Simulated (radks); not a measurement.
Neutral hydrogen, 1s1. Method: non-relativistic Kohn-Sham, r2SCAN, spin-polarised, spherical densities, point nucleus; meta-GGA in the generalised Kohn-Sham scheme; computed with a radial shooting solver on a logarithmic mesh with Libxc functionals. Every spin shell is full or empty, so the densities are truly spherical. Functionals are evaluated on that one density, not self-consistently. Rank these orbital-free kinetic functionals by their error against the exact value of the orbitals, and give that value: Thomas-Fermi, TF + vW, TF + vW/9, LC94, APBEK, revAPBEK, Perdew 92, Pearson, LKT, DePristo-Kress, Ernzerhof.

Answer. Exact: 0.500173 hartree. From best to worst, with 100 (|E| - |E exact|)/|E exact| (equal figures are ties): APBEK +1.86, LC94 +2.00, TF + vW/9 +2.47, Perdew 92 +2.49, DePristo-Kress +2.52, Pearson -2.57, revAPBEK +2.75, Ernzerhof +6.26, Thomas-Fermi -8.64, LKT +62.18, TF + vW +91.36.
